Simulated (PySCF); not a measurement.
Molecule: `N#CSc1cccs1`, C$_{5}$H$_{3}$NS$_{2}$.

Structure with atom numbers: `[N:1]#[C:2][S:3][c:4]1[cH:5][cH:6][cH:7][s:8]1`. Each H is labelled by its parent atom.

Geometry PBE0-D3(BJ)/def2-SVP throughout; GIAO in PySCF 2.14, gas phase, one conformer, non-relativistic; equivalent atoms averaged; basis pcSseg-1.

**Question.** How do the shifts δ (against NH3, TMS, CS2 at the same level) depend on the functional? (a selection of nuclei; ppm; last column core-seconds on shared hosts with different chips, so compare them loosely; the GGAs took longer than the global hybrids here, which isn't the general rule, and the cause wasn't traced)

**Answer.** 
| functional | kind | N1 | C7 | C4 | C5 | C2 | S8 | S3 | H(C5) | H(C6) | core-s |
| --- | --- | --- | --- | --- | --- | --- | --- | --- | --- | --- | --- |
| PBE | GGA | 355.9 | 130.7 | 129.9 | 128.5 | 108.1 | 244.8 | 44.2 | 7.23 | 7.07 | 26 |
| OPBE | GGA | 338.2 | 124.9 | 122.0 | 123.3 | 103.9 | 224.0 | 39.1 | 7.31 | 7.18 | 28 |
| KT2 | GGA | 337.2 | 122.7 | 121.4 | 121.2 | 99.3 | 225.7 | 50.9 | 7.21 | 7.01 | 29 |
| PBE0 | global hybrid | 357.9 | 134.8 | 133.9 | 131.3 | 112.6 | 229.9 | 25.0 | 7.35 | 7.17 | 14 |
| WP04 | global hybrid | 342.5 | 137.8 | 138.3 | 132.3 | 110.0 | 245.4 | 65.8 | 7.10 | 6.87 | 21 |
| BHandHLYP | global hybrid | 363.6 | 139.2 | 139.8 | 133.8 | 115.8 | 223.3 | 16.3 | 7.35 | 7.11 | 20 |
| CAM-B3LYP | range-separated hybrid | 361.7 | 139.6 | 140.6 | 134.5 | 115.3 | 239.9 | 25.3 | 7.29 | 7.07 | 28 |
| wB97X-D | range-separated hybrid | 354.7 | 137.1 | 136.9 | 132.7 | 114.2 | 232.0 | 24.9 | 7.35 | 7.14 | 28 |

**Question.** Which nucleus among those listed moves most, in ppm?

**Answer.** S3 (sulfide sulfur): from 16.3 ppm with BHandHLYP to 65.8 ppm with WP04. The smallest spread is 0.25 ppm, at H(C5). Proton shifts span only some 12 ppm, so a few tenths of a ppm matter as much there as several ppm in carbon.
